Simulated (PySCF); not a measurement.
Al(F)(vinyl)2 (C4H6AlF), SMILES C=[CH][Al]([F])[CH]=C. Geometry optimised at B3LYP-D3(BJ)/def2-SVP. The structure was generated by enumeration; whether it is a known compound was not checked. The values are those of a single conformer.

Computed equilibrium geometry at B3LYP-D3(BJ)/def2-SVP (PySCF confirms it by a frequency run) as Cartesian coordinates in Å, and its point group (one conformer of several):
point group C2.
```xyz
12

Al     0.0000     0.0000     0.6574
F      0.0000     0.0000     2.3293
C      1.6948    -0.1873    -0.2641
C      1.8643     0.2128    -1.5377
H      2.5804    -0.5963     0.2434
H      2.8268     0.1356    -2.0606
H      1.0478     0.6489    -2.1263
C     -1.6948     0.1873    -0.2641
C     -1.8643    -0.2128    -1.5377
H     -2.5804     0.5963     0.2434
H     -2.8268    -0.1356    -2.0606
H     -1.0478    -0.6489    -2.1263
```
